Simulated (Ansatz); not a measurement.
Consider the formal exchange of groups at the Si–S bond: `S[SiH2][TeH]` + `C#[C][AlH][NH2]` → `[NH2][AlH][SiH2][TeH]` + `C#CS`.

Gas-phase electronic energies from Ansatz, PBE0-D4/def2-TZVP geometries. CCSD(T)/CBS is the MP2 limit (def2-TZVPP, def2-QZVPP) plus CCSD(T) − MP2 in def2-TZVPP, frozen cores. This one scheme is used for every species. DFT in def2-TZVPP. def2 core potentials past Kr. For Te outer-core shells are correlated without core-valence functions, which leaves a few kJ/mol of doubt a bond. Each species was taken in one conformer, which may not be the lowest.

| species | B2PLYP energy (Eh) |
| --- | --- |
| `S[SiH2][TeH]` | -957.75016 |
| `C#[C][AlH][NH2]` | -375.61870 |
| `[NH2][AlH][SiH2][TeH]` | -857.93727 |
| `C#CS` | -475.37444 |

Work out ΔE.

ΔE = (-857.93727) + (-475.37444) − (-957.75016) − (-375.61870) = 0.05715 Eh = +1.56 eV. CCSD(T)/CBS gives +1.58 eV.

Largest T1 diagnostic among the species: 0.013.

From PBE to PBE0 (25 % exact exchange), in def2-TZVPP and without D4, ΔE moves by +0.09 eV. In def2-TZVPP, CCSD(T) changes the Hartree–Fock value by −0.19 eV (the triples alone add −0.03 eV) and MP2 by −0.11 eV.
